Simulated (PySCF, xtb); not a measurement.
2-chloro-3-fluorobuta-1,3-diene (C4H4ClF), SMILES C=C(F)C(=C)Cl.

GFN2-xTB (xtb) at its own geometry gives an orbital gap of 3.58 eV and a dipole moment of 0.40 D.

The structure is a stationary point at r2SCAN-D4/def2-SVP. Other conformers were not sampled.

Q: What does PySCF with PBE/def2-TZVP give? (Estimate from the structure and the level; the computed values follow.)

A: gap 3.80 eV (levels -6.18 and -2.38 eV), dipole 0.09 D.
